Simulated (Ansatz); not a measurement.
Geometry optimisation, Ansatz 0.2.0, RKS PBE-D4/6-31G*.

Input:

```yaml
crystal:
  periodic: [false, false, false]
  atoms:
    - { symbol: Si, position_ang: [-0.8287, 0.0987, -0.5619] }
    - { symbol: C, position_ang: [-0.8607, -0.7159, 1.458] }
    - { symbol: H, position_ang: [-0.9688, -1.0165, -1.5106] }
    - { symbol: H, position_ang: [-2.2873, 0.4359, -0.4053] }
    - { symbol: "N", position_ang: [-0.3568, 1.754, -0.6443] }
    - { symbol: H, position_ang: [0.195, -0.5089, 0.5641] }
    - { symbol: Si, position_ang: [1.7135, -0.4436, -0.5372] }
    - { symbol: H, position_ang: [-0.1072, -1.0535, 2.174] }
    - { symbol: H, position_ang: [-1.3961, 0.0977, 1.9301] }
    - { symbol: H, position_ang: [-1.5359, -1.5448, 1.2918] }
    - { symbol: H, position_ang: [-1.0488, 2.4666, -0.8023] }
    - { symbol: H, position_ang: [0.5473, 2.045, -0.9753] }
    - { symbol: H, position_ang: [2.1088, -0.1312, -1.9176] }
    - { symbol: H, position_ang: [2.1774, -1.826, -0.3457] }
    - { symbol: H, position_ang: [2.6483, 0.3424, 0.2822] }
basis:
  gaussian: { orbitals: "6-31G*" }
hamiltonian:
  xc: pbe
  dispersion: d4
relax:
  f_tol: 0.15
  max_steps: 25
  restrain:
    - { distance: [0, 6], at: 3.52, k: 30.0 }
    - { distance: [5, 1], at: 2.37, k: 30.0 }
    - { distance: [0, 1], at: 1.87, k: 30.0 }
    - { distance: [5, 6], at: 1.42, k: 30.0 }
output:
  orbitals: {}
```

Launched with:

```bash
$ ansatz run input.yaml --threads 2 --pin off --max-ram 3072MiB --backend cpu --events-out ev --progress --plain --runs-dir out
```

Q: Where does it end, and by what steps?

A: It converged. The restraints hold the end off the free minimum. After 18 steps the energy has fallen by 2.752 eV (the restraints' own energy left out); H8 moved furthest, 1.23 Å. Joined: H6–Si7 (1.88 → 1.45 Å).

```
step  energy less start (eV)  largest force component (eV/Å)  accepted
   0                  0.0000                           0.753       yes
   1                 -0.1799                           2.507       yes
   2                 -0.3960                           4.410       yes
   3                 -0.9061                           4.667       yes
   4                 -1.8830                           1.561       yes
   5                 -2.4412                           0.807       yes
   6                 -2.5723                           1.550       yes
   7                 -2.6335                           1.101       yes
   8                 -2.6698                           0.732       yes
   9                 -2.6630                           1.005       yes
  10                 -2.6872                           1.018       yes
  11                 -2.6923                           0.956       yes
  12                 -2.7235                           0.934       yes
  13                 -2.7079                           0.875        no
  14                 -2.7329                           0.890       yes
  15                 -2.7379                           0.894       yes
  16                 -2.7412                           0.885       yes
  17                 -2.7484                           0.950       yes
  18                 -2.7518                           0.899       yes
```

```xyz
15
Properties=species:S:1:pos:R:3
Si -1.308 0.173 -0.360
C -1.121 -0.451 1.402
H -0.658 -0.815 -1.310
H -2.755 0.224 -0.773
N -0.746 1.831 -0.438
H 1.103 -0.495 0.551
Si 2.101 -0.716 -0.479
H -0.375 0.133 1.969
H -2.084 -0.350 1.938
H -0.825 -1.515 1.438
H -0.942 2.349 -1.297
H 0.217 2.013 -0.148
H 1.861 0.188 -1.653
H 2.064 -2.154 -0.923
H 3.469 -0.414 0.083
```

Time of the run: 43 s on 2 threads of Arm Neoverse V1, with other jobs on the host, peak memory 0.14 GiB.
